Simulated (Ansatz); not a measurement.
A nudged elastic band was laid between two geometries of FH + H4Sn (7 atoms, charge 0, multiplicity 1).

These are results of Ansatz 0.2.0, RKS PBE0-D4/def2-SVP, not measurements.

```json
{
 "movable images": "9",
 "climbing image": "yes",
 "spring": "5.0 eV/Å²",
 "optimiser": "quadratic models (default)",
 "start path": "through a guess of the saddle point",
 "force threshold": "0.03 eV/Å",
 "iteration limit": "60",
 "end points": "relaxed"
}
```

First end point:

```xyz
7
Properties=species:S:1:pos:R:3
Sn 0.212 0.000 -0.125
H 0.110 0.000 1.599
H 1.877 0.000 -0.521
H -0.533 1.410 -0.727
H -0.533 -1.410 -0.727
F -2.542 0.000 1.491
H -1.732 0.000 1.940
```

Last end point:

```xyz
7
Properties=species:S:1:pos:R:3
Sn -0.230 0.000 -0.805
H -0.650 0.000 3.597
H 1.316 0.000 -0.080
H -0.581 1.427 -1.673
H -0.581 -1.427 -1.673
F -1.494 0.000 0.681
H -0.922 0.000 2.883
```

(1) Which bonds break or form, and what moves?

(2) What energy profile does the band end with?

(3) What is the geometry of the highest image?

The band took 13 iterations and roughly 4 core-minutes.

Answers

(1) Bonds broken: Sn1–H2, F6–H7. Bonds formed: Sn1–F6, H2–H7. FH + H4Sn becomes FH3Sn + H2.

(2) The run converged. The highest image is number 3 of 0 to 10, 27.2 kcal/mol above the first end and 30.8 kcal/mol above the last; the last end lies 3.7 kcal/mol below the first. A vibrational analysis at the climbing image gives 2 clearly imaginary modes (1105i, 140i cm⁻¹): a point of higher order. A lower path may pass nearby, or the ends, which weren't checked, may share the extra mode. The orbitals stay closed-shell, which can raise the energy where a bond breaks towards radicals; this wasn't checked here.

```tsv
image	path coordinate (Å)	energy (kcal/mol)	Sn1–H2 (Å)	F6–H7 (Å)	Sn1–F6 (Å)
0	0.00	0.0	1.73	0.93	3.19
1	0.47	2.1	1.74	0.94	2.84
2	0.93	12.5	1.84	0.98	2.47
3	1.40	27.2	2.07	1.23	2.19
4	1.84	15.9	2.34	1.59	2.03
5	2.27	5.7	2.68	1.82	1.97
6	2.71	-0.1	3.04	1.98	1.96
7	3.14	-2.7	3.44	2.14	1.95
8	3.58	-3.5	3.84	2.26	1.95
9	4.02	-3.6	4.15	2.28	1.95
10	4.45	-3.7	4.42	2.28	1.95
```

(3) 
```xyz
7
Properties=species:S:1:pos:R:3:forces:R:3
Sn -0.211 0.000 -0.148 0.00 0.00 0.00
H -0.036 0.000 1.914 -0.01 0.00 0.00
H 1.508 0.000 -0.013 0.01 0.00 0.00
H -0.705 1.462 -0.870 0.00 0.00 0.00
H -0.705 -1.462 -0.870 0.00 0.00 0.00
F -2.002 0.000 1.108 -0.02 0.00 0.00
H -0.990 0.000 1.809 0.02 0.00 0.01
```

Time of the run: 3.6 min on 1 thread of Arm Neoverse V2, with other jobs on the host, peak memory 0.13 GiB.
